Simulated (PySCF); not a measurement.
Simulation results for CH₇AlGe₂, AlClGeH₃, CH₉AlGe₂, AlGeH₇OSi

Calculation on a computer-drawn molecule: the log of a Hartree-Fock and frozen-core CCSD(T) single point meant for a local Hartree-Fock minimum, with one planted fault or none, to be diagnosed. Offsets are logged minus clean, where the clean run is the same molecule without the fault. The reference is restricted for singlets and unrestricted otherwise, and also for a bond in bohr or an excited solution. Adding or removing an electron swaps singlet and doublet. The excited solution moves the top pair (singlet) or top alpha electron (doublet) to the lowest empty orbital. Highest occupied and lowest empty are orbital energies over both spins, largest force is the largest gradient component, triples share is (T) over the correlation energy, the T1 limit is 0.02 restricted and 0.045 unrestricted, electrons count all cores, a negative frequency is imaginary (commonest isotopes), and the dipole is about the centre of nuclear charge; on germanium a core potential holds 10 electrons, which the energies leave out, and 3d is frozen in MP2 and coupled-cluster steps. Program: PySCF 2.14.0.

Common to all runs: meant multiplicity 1; meant basis cc-pV(D+d)Z; meant basis and core potential on germanium cc-pVDZ-PP ECP10MDF; logged SCF converged yes; logged CC converged yes; logged SCF stable within its kind yes; possible faults no fault, one electron removed, one electron added, multiplicity raised by two, geometry at a saddle point, SCF held on an excited solution, minimal basis STO-3G, one bond length entered in bohr, all coordinates scaled.

(1) 
```xyz
11
formula=CH7AlGe2 meant_charge=0 logged_electrons=90 logged_basis_functions=118 logged_spin_squared=0 logged_highest_occupied=-8.3955 logged_lowest_empty=0.68653 logged_largest_force=0.029714 logged_T1_diagnostic=0.015914 logged_D1_diagnostic=0.051539 logged_triples_share=0.039684 logged_dipole_magnitude=2.288 logged_energy_HF=-870.51199 logged_energy_CCSD(T)=-871.00096 planted_fault=all_coordinates_scaled,by_+6.6_% HF_energy_offset_from_clean_run=23.73 CCSD(T)_energy_offset_from_clean_run=15.32
Al    -0.6872    -1.6897     0.6433
C     -0.6134     0.3544     0.5006
Ge     1.0807     1.1413     0.1726
Ge    -2.2794     1.5795     0.6949
H     -2.1492    -2.4806     0.9333
H      0.7354    -2.5841     0.4674
H      1.3459     2.7400     0.0266
H      2.4491     0.2828     0.0035
H     -2.9751     1.3870     2.1644
H     -1.8652     3.1571     0.5257
H     -3.4021     1.2197    -0.4412
```

Units: logged_highest_occupied, logged_lowest_empty in eV; logged_largest_force in hartree/bohr; logged_dipole_magnitude in debye; logged_energy_HF, logged_energy_CCSD(T) in hartree; HF_energy_offset_from_clean_run, CCSD(T)_energy_offset_from_clean_run in kcal/mol.

Drawn bonds:
```
atom  other atom  order
   1           2      1
   2           3      2
   2           4      1
   1           5      1
   1           6      1
   3           7      1
   3           8      1
   4           9      1
   4          10      1
   4          11      1
```

(2) 
```xyz
6
formula=AlClGeH3 meant_charge=1 logged_electrons=64 logged_basis_functions=84 logged_spin_squared=2.0162 logged_highest_occupied=-13.205 logged_lowest_empty=-8.1457 logged_largest_force=0.033244 logged_T1_diagnostic=0.032639 logged_D1_diagnostic=0.1701 logged_triples_share=0.029007 logged_dipole_magnitude=6.5522 logged_energy_HF=-996.20473 logged_energy_CCSD(T)=-996.52362 planted_fault=multiplicity_raised_by_two HF_energy_offset_from_clean_run=67.57 CCSD(T)_energy_offset_from_clean_run=70.22
Al     1.7757    -1.0607     2.5101
Ge     0.4342    -1.1242     0.2346
Cl     1.2943    -0.1021    -1.3863
H      1.3225     0.1733     3.3347
H      2.7545    -2.2640     2.5584
H     -0.8705    -1.7294    -0.2737
```

Units: logged_highest_occupied, logged_lowest_empty in eV; logged_largest_force in hartree/bohr; logged_dipole_magnitude in debye; logged_energy_HF, logged_energy_CCSD(T) in hartree; HF_energy_offset_from_clean_run, CCSD(T)_energy_offset_from_clean_run in kcal/mol.

Drawn bonds:
```
atom  other atom  order
   1           2      1
   2           3      1
   1           4      1
   1           5      1
   2           6      1
```

(3) 
```xyz
13
formula=CH9AlGe2 meant_charge=0 logged_electrons=92 logged_basis_functions=128 logged_spin_squared=0 logged_highest_occupied=-9.847 logged_lowest_empty=0.93766 logged_largest_force=0.044448 logged_T1_diagnostic=0.010356 logged_D1_diagnostic=0.022836 logged_triples_share=0.024492 logged_dipole_magnitude=0.76835 logged_energy_HF=-871.71391 logged_energy_CCSD(T)=-872.20668 planted_fault=all_coordinates_scaled,by_-6.1_% HF_energy_offset_from_clean_run=28.44 CCSD(T)_energy_offset_from_clean_run=32.03
Al    -1.8344     0.9286    -0.9318
Ge    -0.7431    -0.2575     0.7924
C      0.2337     0.8434     1.9346
Ge     1.7023     1.6544     1.1711
H     -2.0967     0.2977    -2.2512
H     -2.3031     2.3198    -0.6960
H      0.1533    -1.2645     0.2660
H     -1.7153    -0.9723     1.5962
H      0.5496     0.2898     2.7392
H     -0.3903     1.5755     2.2937
H      2.2702     2.6419     2.0524
H      1.3135     2.3145    -0.0556
H      2.7113     0.6784     0.8513
```

Units: logged_highest_occupied, logged_lowest_empty in eV; logged_largest_force in hartree/bohr; logged_dipole_magnitude in debye; logged_energy_HF, logged_energy_CCSD(T) in hartree; HF_energy_offset_from_clean_run, CCSD(T)_energy_offset_from_clean_run in kcal/mol.

Drawn bonds:
```
atom  other atom  order
   1           2      1
   2           3      1
   3           4      1
   1           5      1
   1           6      1
   2           7      1
   2           8      1
   3           9      1
   3          10      1
   4          11      1
   4          12      1
   4          13      1
```

(4) 
```xyz
11
formula=AlGeH7OSi meant_charge=0 logged_electrons=75 logged_basis_functions=118 logged_spin_squared=0.7638 logged_highest_occupied=0.22888 logged_lowest_empty=6.626 logged_largest_force=0.032596 logged_T1_diagnostic=0.021419 logged_D1_diagnostic=0.11414 logged_triples_share=0.026949 logged_dipole_magnitude=5.9057 logged_energy_HF=-903.18931 logged_energy_CCSD(T)=-903.73672 planted_fault=one_electron_added HF_energy_offset_from_clean_run=17.51 CCSD(T)_energy_offset_from_clean_run=3.342
Al     1.2391     0.9398    -0.8696
Ge    -0.2374     2.1736     0.7667
O     -1.5792     0.9178     0.8606
Si    -1.6196    -0.4821     0.0622
H      2.4029     0.0276    -0.3144
H      1.1075     1.2581    -2.4111
H     -0.9455     3.4656     0.3373
H      0.2186     2.3621     2.2197
H     -1.5830    -1.6697     0.9347
H     -2.7224    -0.5846    -0.9106
H     -0.3357    -0.5452    -0.7678
```

Units: logged_highest_occupied, logged_lowest_empty in eV; logged_largest_force in hartree/bohr; logged_dipole_magnitude in debye; logged_energy_HF, logged_energy_CCSD(T) in hartree; HF_energy_offset_from_clean_run, CCSD(T)_energy_offset_from_clean_run in kcal/mol.

Drawn bonds:
```
atom  other atom  order
   1           2      1
   2           3      1
   3           4      1
   1           5      1
   1           6      1
   2           7      1
   2           8      1
   4           9      1
   4          10      1
   4          11      1
```

Notes: highest electron not bound in this basis.
